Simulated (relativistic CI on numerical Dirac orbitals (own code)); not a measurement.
## Judd-Ofelt analysis for Sm3+

These numbers are calculated, not measured: Dirac-Coulomb-Breit CI, orbitals from a KLI potential per configuration, QED by a radiative potential, valence Slater integrals scaled by 0.75 (own radial code, finite nucleus).

Configuration 4f5 alone, in intermediate coupling. Take Ω₂ = 4.81, Ω₄ = 4.5, Ω₆ = 1.09 (10⁻²⁰ cm²) and refractive index n = 1.52 as given. A_ED = 64π⁴e²ν³ n(n² + 2)²/[27h(2J + 1)] Σ Ω_λ |U^λ|², in Gaussian units with ν in cm⁻¹, and A_MD is n³ times the free-ion magnetic-dipole rate; a dash marks a rate that is forbidden or under 2 % of the level's free-ion decay.

Emitting level 6F°_11/2 at 10359 cm⁻¹ (radiative decay alone: multiphonon quenching in a host is left out, and the level can lie too high or too low):

```tsv
To	ν (cm⁻¹)	U² squared	U⁴ squared	U⁶ squared	Free-ion A(M1) (s⁻¹)
6H°_5/2	10359	0.0000	0.0006	0.0522	-
6H°_7/2	9306	0.0000	0.0103	0.2281	-
6H°_9/2	8097	0.0007	0.0689	0.5178	-
6H°_11/2	6791	0.0158	0.2544	0.7538	0.00209
6H°_13/2	5430	0.1665	0.5889	0.7012	0.00265
6F°_1/2	4160	0.0000	0.0000	0.0283	-
6H°_15/2	4053	1.0070	0.7688	0.3352	-
6F°_3/2	3956	0.0000	0.0043	0.0486	-
6F°_5/2	3496	0.0000	0.0231	0.0508	-
6F°_7/2	2615	0.0062	0.0495	0.0355	-
6F°_9/2	1406	0.0502	0.0638	0.0149	0.0981
```

(1) Give the rates, branching ratios and the radiative lifetime.

Answers

(1) The rates are:

```csv
To,λ (nm),A_ED (s⁻¹),A_MD (s⁻¹),β (%)
6H°_5/2,965,12.5,0,2.5
6H°_7/2,1075,45,0,8.9
6H°_9/2,1235,88.2,0,17.4
6H°_11/2,1473,121,0.00735,23.8
6H°_13/2,1842,128,0.00929,25.2
6F°_1/2,2404,0.421,0,0.1
6H°_15/2,2468,109,0,21.5
6F°_3/2,2528,0.846,0,0.2
6F°_5/2,2860,1.29,0,0.3
6F°_7/2,3825,0.984,0,0.2
6F°_9/2,7111,0.287,0.345,0.1
```

τ_rad = 1.97e-03 s. Computed level positions enter as ν³, so measured ones would change the rates. For the strongest line (1842 nm) and an assumed effective width Δλ = 100 nm (300 cm⁻¹), the Füchtbauer-Ladenburg formula σ = λ⁴A/(8πcn²Δλ) gives a peak emission cross-section of 0.83 × 10⁻²⁰ cm². The line to 6H°_15/2 has a large U² element and is therefore hypersensitive to the surroundings through Ω₂.
